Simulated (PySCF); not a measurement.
PySCF job for CF₃O₂S, SMILES O=[S](C(F)(F)F)=O, multiplicity 2, C-PCM-ωB97X/def2-SVP. Coordinates come from a PBE0-D3(BJ)/def2-SVP optimisation. The isomer is the one that the SMILES or the coordinates give; other isomers of the formula were not compared.

```python
import numpy as np
from pyscf import gto, scf, dft
from pyscf.solvent import pcm

mol = gto.M(
    atom='''
    O     1.47400724    0.19938247    1.29259131
    S     1.01535043   -0.33258796    0.00000000
    O     1.47400724    0.19938246   -1.29259131
    C    -0.86953038    0.00733560   -0.00000000
    F    -1.07562055    1.30330165   -0.00000001
    F    -1.38510863   -0.53569114   -1.07886078
    F    -1.38510864   -0.53569114    1.07886078
    ''',
    basis='def2-SVP',
    charge=0,
    spin=1,
    max_memory=1600,
    verbose=3,
)
mf = dft.UKS(mol, xc='wb97x').density_fit(auxbasis='def2-universal-jkfit')
mf.grids.level = 3
mf.conv_tol = 1e-9
mf.max_cycle = 100
mf.kernel()
fine, coarse = mf.grids, dft.Grids(mol).set(level=1).build(with_non0tab=True)
for _ in range(3):  # follow internal instabilities
    mf.grids = coarse
    mo, _, stable, _ = mf.stability(return_status=True, nroots=4)
    mf.grids = fine
    if stable:
        break
    mf.kernel(mf.make_rdm1(mo, mf.mo_occ))
res = {}
for name, eps in {'water': 78.355, 'cyclohexanone': 15.619, 'ethanol': 24.852}.items():
    s = mf.PCM()
    s.with_solvent.method, s.with_solvent.eps, s.with_solvent.lebedev_order = 'C-PCM', eps, 29
    s.kernel(mf.make_rdm1())
    res[name] = (s.e_tot, eps, s.dip_moment(), s.mo_energy, s.converged)
    print(f'{name}: electrostatic solvation free energy {(s.e_tot - mf.e_tot) * 627.509474:.3f} kcal/mol')
```

Log of the run:

```

WARN: HOMO -0.240243619522978 >= LUMO -0.240243619522979

converged SCF energy = -885.541652195198  <S^2> = 0.75840499  2S+1 = 2.0083874
<class 'pyscf.df.df_jk.DFUKS'> wavefunction is stable in the internal stability analysis

WARN: PCM is an experimental feature. It is still in testing.
Features and APIs may be changed in the future.

converged SCF energy = -885.548924028248  <S^2> = 0.75788092  2S+1 = 2.0078655
Dipole moment(X, Y, Z, Debye): -1.89361, -1.67492, -0.00000
water: electrostatic solvation free energy -4.563 kcal/mol

WARN: PCM is an experimental feature. It is still in testing.
Features and APIs may be changed in the future.

converged SCF energy = -885.548501351932  <S^2> = 0.75791198  2S+1 = 2.0078964
Dipole moment(X, Y, Z, Debye): -1.87399, -1.65433, -0.00000
cyclohexanone: electrostatic solvation free energy -4.298 kcal/mol

WARN: PCM is an experimental feature. It is still in testing.
Features and APIs may be changed in the future.

converged SCF energy = -885.548696765974  <S^2> = 0.75789763  2S+1 = 2.0078821
Dipole moment(X, Y, Z, Debye): -1.88305, -1.66383, -0.00000
ethanol: electrostatic solvation free energy -4.421 kcal/mol
```

The run converged.

Cost: roughly 2.8 core-minutes.
